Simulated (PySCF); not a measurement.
CH3Cl2FOSn, SMILES C[O][Sn]([F])([Cl])[Cl].

The structure is a stationary point at PBE-D3(BJ)/def2-SVP. The structure was generated by enumeration; whether it is a known compound was not checked. The def2 effective core potentials stand for the cores of Sn; spin–orbit coupling is left out. The values are those of a single conformer.

Calculation: PBE-D3(BJ)/def2-SVP (PySCF 2.14.0).

Frequencies are harmonic and unscaled.

Computed harmonic wavenumbers and intensities:
```tsv
mode	ν (cm⁻¹)	IR (km/mol)	moving atoms (share of kinetic energy)
1	41	1.7	C 39 %, H 23 %, F 15 %, Cl 12 %
2	83	1.0	Cl 38 %, C 30 %, H 12 %
3	95	1.5	Cl 72 %, Sn 10 %
4	115	2.9	H 72 %, Cl 12 %
5	135	16.7	F 38 %, Cl 28 %, Sn 17 %
6	142	9.3	F 60 %, Cl 20 %, Sn 12 %
7	175	23.7	O 49 %, F 21 %, H 17 %, Sn 9 %
8	257	12.1	C 33 %, O 31 %, H 18 %, Sn 9 %
9	355	21.7	Cl 83 %, Sn 13 %
10	392	63.6	Cl 69 %, Sn 31 %
11	545	33.6	O 71 %, Sn 13 %
12	617	52.9	F 83 %, Sn 15 %
13	1039	139.8	O 50 %, C 46 %
14	1125	3.2	H 77 %, C 18 %
15	1135	6.9	H 75 %, C 19 %
16	1402	6.0	H 93 %
17	1410	11.4	H 94 %
18	1428	19.9	H 95 %
19	2925	60.0	H 97 %
20	3005	24.8	H 90 %, C 10 %
21	3038	8.8	H 91 %, C 9 %
```
